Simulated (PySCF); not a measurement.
Correlation energy of K²⁺ (potassium, charge +2)

[Ne] 3s2 3p5, 2P determinant. All numbers are calculated (PySCF 2.14, scalar relativity by spin-free X2C-1e, in cc-pVTZ-X2C (6s5p3d1f, 43 functions)). Frozen: [Ne] 3s2; 5 electrons correlated.

Total MP2 correlation energy: -43.21 mhartree.

Same-spin part -13.81 and opposite-spin part -29.41 mhartree; SCS-MP2 scales them by 1/3 and 6/5 to -39.89 mhartree.

```
  level  correlation energy (mhartree)
   CCSD                         -50.89
    (T)                          -0.06
CCSD(T)                         -50.95
```

Diagnostics: T1 = 0.0013, D1 = 0.0019, largest double amplitude 0.026.

Cost of the coupled-cluster step: 0.99 s of wall time on 1 thread of Neoverse-N1 (shared host), for 5 correlated electrons.

Iterations:

```
CC2 = 0
CCSD nocc = (np.int64(3), np.int64(2)), nmo = (37, 37)
frozen orbitals [[0, 1, 2, 3, 4, 5], [0, 1, 2, 3, 4, 5]]
max_cycle = 100
direct = 0
conv_tol = 1e-08
conv_tol_normt = 1e-06
diis_space = 8
diis_start_cycle = 0
Init t2, MP2 energy = -0.0432141004631544
Init E_corr(UCCSD) = -0.0432141004646759
cycle = 1  E_corr(UCCSD) = -0.0496673760790887  dE = -0.00645327561  norm(t1,t2) = 0.0193249
cycle = 2  E_corr(UCCSD) = -0.0506721601953215  dE = -0.00100478412  norm(t1,t2) = 0.00367492
cycle = 3  E_corr(UCCSD) = -0.0508978373009973  dE = -0.000225677106  norm(t1,t2) = 0.000934898
cycle = 4  E_corr(UCCSD) = -0.050893259542883  dE = 4.57775811e-06  norm(t1,t2) = 0.000120747
cycle = 5  E_corr(UCCSD) = -0.050893424937976  dE = -1.65395093e-07  norm(t1,t2) = 1.48781e-05
cycle = 6  E_corr(UCCSD) = -0.0508934161593218  dE = 8.77865416e-09  norm(t1,t2) = 2.38472e-06
cycle = 7  E_corr(UCCSD) = -0.050893404986394  dE = 1.11729278e-08  norm(t1,t2) = 4.16317e-07
cycle = 8  E_corr(UCCSD) = -0.0508934053859505  dE = -3.99556527e-10  norm(t1,t2) = 4.24861e-08
UCCSD converged
E(UCCSD) = -600.2218209022633  E_corr = -0.0508934053859505
UCCSD(T) correction = -6.23019657957097e-05
```
